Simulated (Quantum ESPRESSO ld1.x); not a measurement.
Values are calculated unless marked as measured or tabulated.
Species: Rb+. Configuration: [Ar] 3d10 4s2 4p5 5s1 (not the ground configuration). Level of theory: scalar-relativistic Kohn-Sham, rPW86 exchange with PBE correlation, spin-unpolarised, spherical densities, point nucleus (ld1.x of Quantum ESPRESSO 7.5).

X-ray form factor f0, the Fourier transform of the density (f0(0) = 36):

sin(theta)/lambda (1/angstrom),f0 (electrons)
0.05,35.235
0.1,33.424
0.15,31.295
0.2,29.158
0.25,27.107
0.3,25.208
0.4,21.984
0.5,19.380
0.6,17.126
0.8,13.244
1,10.270
1.25,7.887
1.5,6.563
2,5.190
